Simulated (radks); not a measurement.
Values are calculated unless marked as measured or tabulated.
Ca XIX, configuration [He]. Code: a radial shooting solver on a logarithmic mesh with Libxc functionals. Model: scalar-relativistic Kohn-Sham, LB94 model potential, spin-unpolarised, spherical densities, finite nucleus; Fermi nuclear charge, rms radius 3.4776 fm.

Unscreened Slater integrals over Kohn-Sham orbitals (eV). Empty in this configuration: 2s.

F0(1s,1s): 336.07
F0(1s,2s): 110.70
G0(1s,2s): 11.439
F0(2s,2s): 79.168
